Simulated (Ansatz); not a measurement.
This geometry of a periodic cell of 15 atoms, TiW₁₄ (host W, host structure bcc, dopant Ti, one W atom removed) is a first-order saddle point.

The calculation used Ansatz, DFT PBE-D3(BJ), scalar-relativistic, plane waves, PAW. Settings: PAW set soft_1, cutoff 420 eV, k mesh 3x3x3, fermi-dirac smearing 0.1 eV, no spin polarisation.

```xyz
15
Lattice="6.3200 0.0000 0.0000 0.0000 6.3200 0.0000 0.0000 0.0000 6.3200" Properties=species:S:1:pos:R:3
Ti 0.796 -0.786 -0.786
W 3.224 0.037 0.037
W -0.027 3.105 0.037
W -0.027 0.037 3.106
W 1.583 1.550 1.551
W 3.131 3.198 0.002
W 3.131 0.002 3.198
W 4.751 1.578 1.578
W 0.007 3.198 3.198
W 1.618 4.711 1.643
W 1.618 1.643 4.712
W 3.159 3.170 3.170
W 4.779 4.746 1.551
W 4.779 1.550 4.746
W 4.687 4.711 4.712
```

Problem. Which two structures does it join? (They come from a converged band through this point; their orientation in space is the band's.)

Solution. Contacts lost: Ti1–W5, Ti1–W8, Ti1–W13, Ti1–W14. Contacts made: Ti1–W6, Ti1–W7, Ti1–W9, Ti1–W12. The atom that moves furthest is Ti1, by 2.57 Å; four of its nearest neighbours are W10 2.74, W15 2.74, W11 2.74, W13 2.76 Å at the first end and W2 2.74, W3 2.74, W4 2.74, W6 2.76 Å at the last.

Initial state:

```xyz
15
Lattice="6.3200 0.0000 0.0000 0.0000 6.3200 0.0000 0.0000 0.0000 6.3200" Properties=species:S:1:pos:R:3
Ti 0.061 -0.043 -0.042
W 3.167 0.003 0.004
W 0.015 3.172 0.004
W 0.015 0.004 3.173
W 1.586 1.583 1.584
W 3.135 3.203 -0.017
W 3.135 -0.018 3.204
W 4.740 1.599 1.600
W 0.036 3.203 3.204
W 1.601 4.737 1.614
W 1.601 1.613 4.738
W 3.168 3.171 3.172
W 4.755 4.752 1.584
W 4.755 1.583 4.753
W 4.726 4.737 4.738
```

Final state:

```xyz
15
Lattice="6.3200 0.0000 0.0000 0.0000 6.3200 0.0000 0.0000 0.0000 6.3200" Properties=species:S:1:pos:R:3
Ti 1.530 -1.530 -1.530
W 3.186 0.011 0.011
W -0.011 3.134 0.011
W -0.011 0.011 3.134
W 1.555 1.545 1.545
W 3.155 3.165 -0.005
W 3.155 -0.005 3.165
W 4.743 1.577 1.577
W 0.005 3.165 3.165
W 1.575 4.745 1.576
W 1.575 1.576 4.745
W 3.170 3.150 3.150
W 4.775 4.765 1.545
W 4.775 1.545 4.765
W 4.744 4.745 4.745
```

Problem. How far does it lie above each of them?

Solution. 1.01 eV above the first and 1.01 eV above the second. This is the barrier of this one path; another mechanism may lie lower. Limits of this set-up: coarse k mesh, a small cell, in which the defect meets its images.

Run time: 16 min on 4 threads of Arm Neoverse V1 (shared host), peak memory 3 GiB.
